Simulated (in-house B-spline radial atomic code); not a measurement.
## Ionising the xenon ion Xe⁶⁺ with different functionals

Computed with a radial B-spline atomic code at the basis-set limit: four-component Dirac-Coulomb Hamiltonian, Fermi nucleus of rms radius 4.7859 fm, spin-restricted, spherical fractional occupations for the functionals. The ionisation energy is the difference of two self-consistent energies, [Kr] 4d10 5s2 → [Kr] 4d10 5s1, without Breit or QED terms; ε is the level of the shell that loses the electron (mean over j).

Hybrids are left out here: with spherical fractional occupations of an open shell their exact exchange keeps a self-interaction that integer-occupation calculations don't have.

| method | rung | ΔSCF (eV) | -ε(5s) (eV) |
| --- | --- | --- | --- |
| LDA VWN5 | LDA | 93.51 | 86.75 |
| relativistic LDA | LDA | 93.39 | 86.64 |
| LDA PW92 | LDA | 93.51 | 86.75 |
| LDA exchange-only | LDA | 91.96 | 85.19 |
| PBE | GGA | 92.89 | 86.14 |
| PBEsol | GGA | ? | ? |
| BLYP | GGA | 93.09 | 86.29 |
| RPBE | GGA | 92.59 | 85.88 |
| PW91 | GGA | ? | ? |
| BP86 | GGA | 93.05 | 86.37 |
| AM05 | GGA | 92.90 | 86.21 |
| OLYP | GGA | 92.44 | 85.76 |

(1) What does PW91 give?

(2) What does PBEsol give?

(3) How do they compare with the NIST value?

Results:

(1) ΔSCF 93.03 eV, and -ε(5s) = 86.30 eV.

(2) ΔSCF 92.91 eV, and -ε(5s) = 86.22 eV.

(3) NIST lists 91.6 eV ± 0.5 (semi-empirical, ground level to ground level). Errors run from +0.36 to +1.91 eV; OLYP is closest (+0.84 eV), though others lie within the uncertainty of it, and part of that can be cancellation, since the calculations leave out Breit-QED terms, spin polarisation.
